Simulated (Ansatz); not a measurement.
BF4, SMILES F[B-](F)(F)F, charge -1.

The structure is a stationary point at B3LYP-D3(BJ)/def2-SVPD.

Two levels are set side by side: PBE/def2-SVPD (Ansatz, a first-principles code) and PBE0/def2-SVPD (Ansatz). Energy differences of separate SCF runs at the same geometry; the states with an electron removed or added have multiplicity 2. Differences are taken from unrounded values.

| quantity | PBE0 | PBE | PBE minus PBE0 |
|---|---|---|---|
| vertical ionisation energy (eV) | 7.51 | 6.57 | -0.95 |
| vertical singlet–triplet gap (eV) | 8.99 | 7.91 | -1.08 |
